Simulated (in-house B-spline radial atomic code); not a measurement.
A fraction x of an electron is added to 4d in neutral technetium, starting from [Kr] 4d5 5s2 and keeping the highest spin. Method: scalar-relativistic (X2C) PBE, spin-polarised, spherical fractional occupations, Fermi nucleus of rms radius 4.41117 fm. Calculated with an all-electron radial atomic-structure program (B-spline basis).

```
  x  E(x) - E(0) (eV)  4d down level (eV)
  0            0.0000                   -
0.1           -0.4130              -3.717
0.2                 ?                   ?
0.3           -0.9964              -2.135
0.4                 ?                   ?
0.5           -1.2747              -0.671
```

(1) What belongs in the row x = 0.2?

(2) What belongs in the row x = 0.4?

(3) Up to what added charge does this functional bind the extra electron?

Results:

(1) An energy change of -0.7443 eV; 4d down at -2.912 eV.

(2) An energy change of -1.1722 eV; 4d down at -1.386 eV.

(3) The highest level rises by about 7.2 eV per electron near x = 0.5 and would reach zero near x = 0.59, so a whole extra electron isn't bound at the basis-set limit.
